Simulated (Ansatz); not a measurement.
Geometry optimisation of ClFH$_{2}$HfOS, SMILES `[OH][Hf]([F])([SH])[Cl]`.

```yaml
crystal:
  periodic: [false, false, false]
  atoms:
    - {symbol: O, position_ang: [-1.406050, 0.071880, -0.499720]}
    - {symbol: Hf, position_ang: [0.267540, 0.428650, 0.241420]}
    - {symbol: F, position_ang: [0.591470, -1.171620, 1.160090]}
    - {symbol: S, position_ang: [1.879540, 0.029060, -1.531580]}
    - {symbol: Cl, position_ang: [-0.507470, 1.630100, 2.042680]}
    - {symbol: H, position_ang: [-2.114250, 0.183550, 0.149680]}
    - {symbol: H, position_ang: [1.289230, -1.171610, -1.562570]}
basis:
  gaussian: {orbitals: def2-TZVP}
hamiltonian: {xc: pbe0, dispersion: d4}
relax: {f_tol: 0.005, max_steps: 150}
```

```sh
$ ansatz run in.yaml --threads 2 --pin off --events-out ev --progress --plain --max-ram 22528MiB --backend cuda --devices 0, --max-vram 18GiB
```

It prints (some lines left out):

```
Functional definition: PBE0
mean field -29458.19518646 eV, -1082.5687056205 hartree, gradient 4.2e-5 eV, S^2 0.000000; 0 other end points of the search recorded, 0 dependent functions left out
relax step   1: F+E_penalty+E_count = -29458.34632290 eV  Δ(F+E_penalty+E_count) = +0.000e0 eV  max|allowed force component| = 1.522e0 eV/Å  Δτ_max = 0.0000 Å  (28 SCF iters, accepted)
mean field -29458.55307851 eV, -1082.5818579109 hartree, gradient 8.0e-6 eV, S^2 0.000000; 0 other end points of the search recorded, 0 dependent functions left out
relax step   2: F+E_penalty+E_count = -29458.69850390 eV  Δ(F+E_penalty+E_count) = -3.522e-1 eV  max|allowed force component| = 5.936e-1 eV/Å  Δτ_max = 0.1947 Å  (37 SCF iters, accepted)
mean field -29458.75507966 eV, -1082.5892813162 hartree, gradient 1.2e-5 eV, S^2 0.000000; 0 other end points of the search recorded, 0 dependent functions left out
relax step   3: F+E_penalty+E_count = -29458.90012139 eV  Δ(F+E_penalty+E_count) = -2.016e-1 eV  max|allowed force component| = 5.668e-1 eV/Å  Δτ_max = 0.1954 Å  (37 SCF iters, accepted)
mean field -29458.89127972 eV, -1082.5942865762 hartree, gradient 1.1e-5 eV, S^2 0.000000; 0 other end points of the search recorded, 0 dependent functions left out
relax step   4: F+E_penalty+E_count = -29459.03773908 eV  Δ(F+E_penalty+E_count) = -1.376e-1 eV  max|allowed force component| = 4.890e-1 eV/Å  Δτ_max = 0.1959 Å  (37 SCF iters, accepted)
mean field -29458.97842870 eV, -1082.5974892420 hartree, gradient 1.0e-5 eV, S^2 0.000000; 0 other end points of the search recorded, 0 dependent functions left out
relax step   5: F+E_penalty+E_count = -29459.12555831 eV  Δ(F+E_penalty+E_count) = -8.782e-2 eV  max|allowed force component| = 5.812e-1 eV/Å  Δτ_max = 0.1950 Å  (37 SCF iters, accepted)
mean field -29459.02290375 eV, -1082.5991236699 hartree, gradient 9.8e-6 eV, S^2 0.000000; 0 other end points of the search recorded, 0 dependent functions left out
relax step   6: F+E_penalty+E_count = -29459.17151658 eV  Δ(F+E_penalty+E_count) = -4.596e-2 eV  max|allowed force component| = 4.656e-1 eV/Å  Δτ_max = 0.1741 Å  (35 SCF iters, accepted)
mean field -29459.04301264 eV, -1082.5998626581 hartree, gradient 9.2e-6 eV, S^2 0.000000; 0 other end points of the search recorded, 0 dependent functions left out
relax step   7: F+E_penalty+E_count = -29459.19083388 eV  Δ(F+E_penalty+E_count) = -1.932e-2 eV  max|allowed force component| = 6.729e-1 eV/Å  Δτ_max = 0.0994 Å  (31 SCF iters, accepted)
mean field -29459.07272227 eV, -1082.6009544669 hartree, gradient 7.3e-6 eV, S^2 0.000000; 0 other end points of the search recorded, 0 dependent functions left out
relax step   8: F+E_penalty+E_count = -29459.22065914 eV  Δ(F+E_penalty+E_count) = -2.983e-2 eV  max|allowed force component| = 2.284e-1 eV/Å  Δτ_max = 0.1812 Å  (35 SCF iters, accepted)
mean field -29459.07467883 eV, -1082.6010263691 hartree, gradient 1.1e-5 eV, S^2 0.000000; 0 other end points of the search recorded, 0 dependent functions left out
relax step   9: F+E_penalty+E_count = -29459.22325507 eV  Δ(F+E_penalty+E_count) = -2.596e-3 eV  max|allowed force component| = 2.492e-1 eV/Å  Δτ_max = 0.0461 Å  (32 SCF iters, accepted)
mean field -29458.94787707 eV, -1082.5963664901 hartree, gradient 2.7e-5 eV, S^2 0.000000; 0 other end points of the search recorded, 0 dependent functions left out
relax step  10: F+E_penalty+E_count = -29459.09583611 eV  Δ(F+E_penalty+E_count) = +1.274e-1 eV  max|allowed force component| = 3.073e0 eV/Å  Δτ_max = 0.1949 Å  (35 SCF iters, rejected (line search))
mean field -29459.07948630 eV, -1082.6012030403 hartree, gradient 2.1e-5 eV, S^2 0.000000; 0 other end points of the search recorded, 0 dependent functions left out
relax step  11: F+E_penalty+E_count = -29459.22784267 eV  Δ(F+E_penalty+E_count) = -4.588e-3 eV  max|allowed force component| = 3.782e-2 eV/Å  Δτ_max = 0.0611 Å  (30 SCF iters, accepted)
mean field -29459.08078853 eV, -1082.6012508963 hartree, gradient 1.0e-5 eV, S^2 0.000000; 0 other end points of the search recorded, 0 dependent functions left out
relax step  12: F+E_penalty+E_count = -29459.22911086 eV  Δ(F+E_penalty+E_count) = -1.268e-3 eV  max|allowed force component| = 3.534e-1 eV/Å  Δτ_max = 0.0974 Å  (31 SCF iters, accepted)
mean field -29459.08228222 eV, -1082.6013057885 hartree, gradient 7.3e-6 eV, S^2 0.000000; 0 other end points of the search recorded, 0 dependent functions left out
relax step  13: F+E_penalty+E_count = -29459.23066829 eV  Δ(F+E_penalty+E_count) = -1.557e-3 eV  max|allowed force component| = 7.159e-2 eV/Å  Δτ_max = 0.0125 Å  (31 SCF iters, accepted)
mean field -29459.08263161 eV, -1082.6013186284 hartree, gradient 8.4e-6 eV, S^2 0.000000; 0 other end points of the search recorded, 0 dependent functions left out
relax step  14: F+E_penalty+E_count = -29459.23098547 eV  Δ(F+E_penalty+E_count) = -3.172e-4 eV  max|allowed force component| = 4.110e-2 eV/Å  Δτ_max = 0.0266 Å  (32 SCF iters, accepted)
mean field -29459.08266550 eV, -1082.6013198735 hartree, gradient 7.2e-6 eV, S^2 0.000000; 0 other end points of the search recorded, 0 dependent functions left out
relax step  15: F+E_penalty+E_count = -29459.23101605 eV  Δ(F+E_penalty+E_count) = -3.058e-5 eV  max|allowed force component| = 6.803e-2 eV/Å  Δτ_max = 0.0101 Å  (32 SCF iters, accepted)
mean field -29459.08398089 eV, -1082.6013682136 hartree, gradient 7.2e-6 eV, S^2 0.000000; 0 other end points of the search recorded, 0 dependent functions left out
relax step  16: F+E_penalty+E_count = -29459.23256597 eV  Δ(F+E_penalty+E_count) = -1.550e-3 eV  max|allowed force component| = 1.845e-1 eV/Å  Δτ_max = 0.1208 Å  (37 SCF iters, accepted)
mean field -29459.04821834 eV, -1082.6000539639 hartree, gradient 8.1e-6 eV, S^2 0.000000; 0 other end points of the search recorded, 0 dependent functions left out
relax step  17: F+E_penalty+E_count = -29459.19649118 eV  Δ(F+E_penalty+E_count) = +3.607e-2 eV  max|allowed force component| = 8.512e-1 eV/Å  Δτ_max = 0.1988 Å  (36 SCF iters, rejected (line search))
[...]
relax step  21: F+E_penalty+E_count = -29459.24343309 eV  Δ(F+E_penalty+E_count) = -3.478e-3 eV  max|allowed force component| = 8.897e-2 eV/Å  Δτ_max = 0.0487 Å  (31 SCF iters, accepted)
mean field -29459.09858608 eV, -1082.6019049441 hartree, gradient 1.5e-5 eV, S^2 0.000000; 0 other end points of the search recorded, 0 dependent functions left out
relax step  22: F+E_penalty+E_count = -29459.24713881 eV  Δ(F+E_penalty+E_count) = -3.706e-3 eV  max|allowed force component| = 1.555e-1 eV/Å  Δτ_max = 0.1111 Å  (31 SCF iters, accepted)
mean field -29459.09767928 eV, -1082.6018716200 hartree, gradient 7.3e-6 eV, S^2 0.000000; 0 other end points of the search recorded, 0 dependent functions left out
relax step  23: F+E_penalty+E_count = -29459.24606160 eV  Δ(F+E_penalty+E_count) = +1.077e-3 eV  max|allowed force component| = 3.885e-1 eV/Å  Δτ_max = 0.1337 Å  (35 SCF iters, rejected (line search))
mean field -29459.10231563 eV, -1082.6020420026 hartree, gradient 2.0e-5 eV, S^2 0.000000; 0 other end points of the search recorded, 0 dependent functions left out
relax step  24: F+E_penalty+E_count = -29459.25095174 eV  Δ(F+E_penalty+E_count) = -3.813e-3 eV  max|allowed force component| = 6.222e-2 eV/Å  Δτ_max = 0.0668 Å  (31 SCF iters, accepted)
mean field -29459.10288695 eV, -1082.6020629985 hartree, gradient 1.6e-5 eV, S^2 0.000000; 0 other end points of the search recorded, 0 dependent functions left out
relax step  25: F+E_penalty+E_count = -29459.25146426 eV  Δ(F+E_penalty+E_count) = -5.125e-4 eV  max|allowed force component| = 2.708e-1 eV/Å  Δτ_max = 0.0987 Å  (31 SCF iters, accepted)
mean field -29459.10983673 eV, -1082.6023183980 hartree, gradient 7.4e-6 eV, S^2 0.000000; 0 other end points of the search recorded, 0 dependent functions left out
relax step  26: F+E_penalty+E_count = -29459.25867373 eV  Δ(F+E_penalty+E_count) = -7.209e-3 eV  max|allowed force component| = 1.253e-1 eV/Å  Δτ_max = 0.1470 Å  (35 SCF iters, accepted)
mean field -29459.11123534 eV, -1082.6023697960 hartree, gradient 1.4e-5 eV, S^2 0.000000; 0 other end points of the search recorded, 0 dependent functions left out
relax step  27: F+E_penalty+E_count = -29459.25958928 eV  Δ(F+E_penalty+E_count) = -9.156e-4 eV  max|allowed force component| = 1.640e-1 eV/Å  Δτ_max = 0.0488 Å  (31 SCF iters, accepted)
mean field -29459.11128373 eV, -1082.6023715741 hartree, gradient 7.1e-6 eV, S^2 0.000000; 0 other end points of the search recorded, 0 dependent functions left out
relax step  28: F+E_penalty+E_count = -29459.25965151 eV  Δ(F+E_penalty+E_count) = -6.223e-5 eV  max|allowed force component| = 1.603e-1 eV/Å  Δτ_max = 0.0028 Å  (33 SCF iters, accepted)
mean field -29459.08602031 eV, -1082.6014431607 hartree, gradient 7.8e-6 eV, S^2 0.000000; 0 other end points of the search recorded, 0 dependent functions left out
relax step  29: F+E_penalty+E_count = -29459.23464588 eV  Δ(F+E_penalty+E_count) = +2.501e-2 eV  max|allowed force component| = 8.026e-1 eV/Å  Δτ_max = 0.1913 Å  (35 SCF iters, rejected (line search))
mean field -29459.11284795 eV, -1082.6024290583 hartree, gradient 1.2e-5 eV, S^2 0.000000; 0 other end points of the search recorded, 0 dependent functions left out
relax step  30: F+E_penalty+E_count = -29459.26146021 eV  Δ(F+E_penalty+E_count) = -1.809e-3 eV  max|allowed force component| = 2.241e-2 eV/Å  Δτ_max = 0.0606 Å  (31 SCF iters, accepted)
mean field -29459.11266526 eV, -1082.6024223447 hartree, gradient 1.3e-5 eV, S^2 0.000000; 0 other end points of the search recorded, 0 dependent functions left out
relax step  31: F+E_penalty+E_count = -29459.26141708 eV  Δ(F+E_penalty+E_count) = +4.313e-5 eV  max|allowed force component| = 1.338e-1 eV/Å  Δτ_max = 0.0579 Å  (31 SCF iters, rejected (line search))
mean field -29459.11307282 eV, -1082.6024373221 hartree, gradient 8.4e-6 eV, S^2 0.000000; 0 other end points of the search recorded, 0 dependent functions left out
relax step  32: F+E_penalty+E_count = -29459.26180886 eV  Δ(F+E_penalty+E_count) = -3.486e-4 eV  max|allowed force component| = 2.243e-2 eV/Å  Δτ_max = 0.0281 Å  (33 SCF iters, accepted)
mean field -29459.11277161 eV, -1082.6024262528 hartree, gradient 2.3e-5 eV, S^2 0.000000; 0 other end points of the search recorded, 0 dependent functions left out
relax step  33: F+E_penalty+E_count = -29459.26151069 eV  Δ(F+E_penalty+E_count) = +2.982e-4 eV  max|allowed force component| = 1.176e-1 eV/Å  Δτ_max = 0.0492 Å  (30 SCF iters, rejected (line search))
mean field -29459.11307685 eV, -1082.6024374701 hartree, gradient 8.2e-6 eV, S^2 0.000000; 0 other end points of the search recorded, 0 dependent functions left out
relax step  34: F+E_penalty+E_count = -29459.26192355 eV  Δ(F+E_penalty+E_count) = -1.147e-4 eV  max|allowed force component| = 4.416e-2 eV/Å  Δτ_max = 0.0245 Å  (32 SCF iters, accepted)
mean field -29459.11320104 eV, -1082.6024420343 hartree, gradient 7.8e-6 eV, S^2 0.000000; 0 other end points of the search recorded, 0 dependent functions left out
relax step  35: F+E_penalty+E_count = -29459.26203267 eV  Δ(F+E_penalty+E_count) = -1.091e-4 eV  max|allowed force component| = 3.458e-2 eV/Å  Δτ_max = 0.0244 Å  (33 SCF iters, accepted)
mean field -29459.11332818 eV, -1082.6024467064 hartree, gradient 7.1e-6 eV, S^2 0.000000; 0 other end points of the search recorded, 0 dependent functions left out
relax step  36: F+E_penalty+E_count = -29459.26208070 eV  Δ(F+E_penalty+E_count) = -4.802e-5 eV  max|allowed force component| = 2.482e-2 eV/Å  Δτ_max = 0.0100 Å  (32 SCF iters, accepted)
mean field -29459.11321714 eV, -1082.6024426258 hartree, gradient 7.1e-6 eV, S^2 0.000000; 0 other end points of the search recorded, 0 dependent functions left out
relax step  37: F+E_penalty+E_count = -29459.26204648 eV  Δ(F+E_penalty+E_count) = +3.422e-5 eV  max|allowed force component| = 5.722e-2 eV/Å  Δτ_max = 0.0059 Å  (33 SCF iters, rejected (line search))
mean field -29459.11334269 eV, -1082.6024472397 hartree, gradient 7.1e-6 eV, S^2 0.000000; 0 other end points of the search recorded, 0 dependent functions left out
relax step  38: F+E_penalty+E_count = -29459.26212189 eV  Δ(F+E_penalty+E_count) = -4.120e-5 eV  max|allowed force component| = 6.683e-3 eV/Å  Δτ_max = 0.0029 Å  (33 SCF iters, accepted)
mean field -29459.11333076 eV, -1082.6024468014 hartree, gradient 7.1e-6 eV, S^2 0.000000; 0 other end points of the search recorded, 0 dependent functions left out
relax step  39: F+E_penalty+E_count = -29459.26212947 eV  Δ(F+E_penalty+E_count) = -7.580e-6 eV  max|allowed force component| = 8.290e-3 eV/Å  Δτ_max = 0.0055 Å  (33 SCF iters, accepted)
mean field -29459.11333029 eV, -1082.6024467840 hartree, gradient 7.1e-6 eV, S^2 0.000000; 0 other end points of the search recorded, 0 dependent functions left out
relax step  40: F+E_penalty+E_count = -29459.26213322 eV  Δ(F+E_penalty+E_count) = -3.745e-6 eV  max|allowed force component| = 3.778e-3 eV/Å  Δτ_max = 0.0057 Å  (33 SCF iters, accepted)
mean field -29459.11333029 eV, -1082.6024467840 hartree, gradient 3.4e-5 eV, S^2 0.000000; 1 other end points of the search recorded, 0 dependent functions left out
Total energy: -29459.26216562 eV, -1082.6079163816 hartree
Atom 0 at    -1.495748    -0.157124    -0.311521 Å, force    -0.003389    -0.000504     0.000620 eV/Å
Atom 1 at     0.172405    -0.013868     0.572386 Å, force     0.003778     0.001101     0.002000 eV/Å
Atom 2 at     0.406933    -1.365684     1.881336 Å, force    -0.000118     0.000135    -0.000075 eV/Å
Atom 3 at     1.920947    -0.292322    -1.113119 Å, force     0.000608    -0.000774     0.002093 eV/Å
Atom 4 at     0.351339     2.079295     1.625504 Å, force    -0.000241    -0.000498     0.000123 eV/Å
Atom 5 at    -2.409431    -0.264565    -0.558518 Å, force     0.000641     0.000037    -0.001680 eV/Å
Atom 6 at     1.053565     0.014277    -2.096068 Å, force    -0.001280     0.000502    -0.003081 eV/Å
Dipole moment:    -0.613164    -0.082385    -0.345062 e Å
```

It took 79 s on 2 threads of an AMD EPYC 7R13 on a shared host and a share of an NVIDIA H100 80 GB, with 0.92 GiB of host memory at the peak.
